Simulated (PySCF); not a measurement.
Compound: C₆H₇F₂N.
Numbering: `[N:1]#[C:2][C@@:3]1([F:4])[CH2:5][CH2:6][C@@H:7]([F:8])[CH2:9]1`

Definitions: NICS(0) = −σiso at the ring centroid; NICS(1) = −σiso and NICS(1)zz = −σzz at ±1 Å along the ring normal z. Level: GIAO HF/pcSseg-1 (PySCF, non-relativistic, gas phase) on the PBE0-D3(BJ)/def2-SVP geometry, one conformer.

Ring bond lengths (Å): C3–C5 1.529, C5–C6 1.524, C6–C7 1.521, C7–C9 1.531, C9–C3 1.540.

Q: Give the NICS values of each ring in ppm.

A: 
| ring | type | NICS(0) | NICS(1), two faces | NICS(1)zz, two faces | rms pucker (Å) | centre to ring atoms, mean (Å) |
| --- | --- | --- | --- | --- | --- | --- |
| C3–C5–C6–C7–C9 | 5-membered carbocycle; formal bonds all single | -4.0 | -4.3 / -3.6 | -3.7 / -2.2 | 0.19 | 1.28 |

Q: What do they say, and how far can they be read as aromaticity?

A: 
- C3–C5–C6–C7–C9: mean NICS(1)zz -3.0 ppm, near zero. C3, C5, C6, C7, C9 have four or more neighbours; no verdict on aromaticity is drawn.

Q: What field does 14.1 T along the ring normal induce along that normal at the second NICS(1) probe listed for ring C3–C5–C6–C7–C9, 1 Å off the ring?

A: NICSzz × B0 = -2.2 ppm × 14.1 T = -31 μT, against the applied field.

Q: How shielded are the nuclei of the rings and their hydrogens (means over atoms taken as equivalent)?

A: 
```csv
atoms,environment,σ isotropic (ppm),"principal values of the symmetric part, first atom (ppm)"
C3,sp3 C–F carbon,110.8,"82.6, 109.5, 140.4"
C5,ring CH2 carbon,155.3,"137.6, 149.5, 178.7"
C6,ring CH2 carbon,160.4,"143.6, 159.3, 178.3"
C7,sp3 C–F carbon,107.4,"81.5, 97.2, 143.4"
C9,ring CH2 carbon,145.1,"130.6, 139.4, 165.3"
H on C5,methylene hydrogen,29.79,"25.6, 28.3, 35.4"
H on C5,methylene hydrogen,29.40,"24.9, 27.3, 36.0"
H on C6,methylene hydrogen,29.60,"25.2, 26.6, 37.1"
H on C6,methylene hydrogen,30.09,"25.3, 28.1, 36.8"
H on C7,methine hydrogen,26.96,"23.1, 25.9, 31.9"
H on C9,methylene hydrogen,29.31,"24.9, 28.5, 34.5"
H on C9,methylene hydrogen,29.26,"24.7, 28.1, 35.0"
```

Q: How do the values depend on the level or the medium?

A: 
| level | NICS(0), C3–C5–C6–C7–C9 | mean NICS(1)zz, C3–C5–C6–C7–C9 |
| --- | --- | --- |
| HF/pcSseg-1, gas | -4.0 | -3.0 |
| PBE0/pcSseg-1, gas | -4.0 | -3.0 |

The geometry is the same throughout.

Hardware: one thread of an Arm Neoverse V1, no GPU, on a shared host. Cost: 12 s. This is the whole shielding run at HF/pcSseg-1, SCF included.
